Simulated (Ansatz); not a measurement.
Consider the formal exchange of groups at the Sn–C bond: `O[CH2][SnH2][Cl]` + `C=COCO` → `C=[CH][SnH2][Cl]` + `OCOCO`.

Program: Ansatz. Geometries: PBE0-D4/def2-TZVP. ΔE: electronic, gas phase. CCSD(T)/CBS is the MP2 limit (def2-TZVPP, def2-QZVPP) plus CCSD(T) − MP2 in def2-TZVPP, frozen cores. Elements past krypton have def2 core potentials. For Sn outer-core shells are correlated without core-valence functions, which leaves a few kJ/mol of doubt a bond. One conformer a species, not always the lowest.

`O[CH2][SnH2][Cl]`:

Cartesian coordinates in Å:
```
O 1.047 -0.750 1.221
C 0.755 0.358 0.396
Sn -1.153 -0.019 -0.528
Cl -0.673 -0.933 -2.630
H 1.944 -0.662 1.553
H 0.698 1.297 0.961
H 1.481 0.484 -0.415
H -2.072 -1.185 0.299
H -2.027 1.410 -0.857
```

`C=COCO`:

Z-matrix (Å, degrees):
```
C
O 1 1.375
O 1 1.414 2 108.9
H 1 1.095 2 107.3 3 118.8
H 1 1.100 2 112.8 3 -120.3
H 2 0.962 1 108.7 3 64.6
C 3 1.345 1 116.6 2 179.9
C 7 1.330 3 128.1 1 -2.1
H 7 1.085 3 110.3 1 178.1
H 8 1.081 7 118.6 3 -179.9
H 8 1.081 7 123.9 3 -0.3
```

`C=[CH][SnH2][Cl]`:

Z-matrix (Å, degrees):
```
Sn
C 1 2.113
Cl 1 2.341 2 107.2
H 1 1.703 2 114.2 3 115.5
H 1 1.704 2 110.2 3 -115.6
C 2 1.327 1 121.6 3 117.4
H 2 1.087 1 118.7 3 -62.5
H 6 1.087 2 121.7 1 179.9
H 6 1.087 2 122.5 1 -0.3
```

`OCOCO`:

Z-matrix (Å, degrees):
```
C
O 1 1.408
O 1 1.393 2 113.5
H 1 1.096 2 109.8 3 124.4
H 1 1.090 2 104.8 3 -117.3
C 2 1.395 1 114.8 3 -57.6
H 3 0.960 1 108.9 2 91.2
O 6 1.399 2 113.4 1 -58.6
H 6 1.094 2 105.1 1 178.6
H 6 1.094 2 111.2 1 60.3
H 8 0.962 6 108.3 2 -65.1
```

| species | HF/CBS(def2) energy (Eh) |
| --- | --- |
| `O[CH2][SnH2][Cl]` | -788.59210 |
| `C=COCO` | -266.90956 |
| `C=[CH][SnH2][Cl]` | -751.56837 |
| `OCOCO` | -303.94750 |

**Question.** Work out ΔE.

**Answer.** ΔE = (-751.56837) + (-303.94750) − (-788.59210) − (-266.90956) = -0.01421 Eh = -8.9 kcal/mol. CCSD(T)/CBS gives -8.0 kcal/mol.

Largest T1 diagnostic among the species: 0.012.

From PBE to PBE0 (25 % exact exchange), in def2-TZVPP and without D4, ΔE moves by −1.0 kcal/mol.
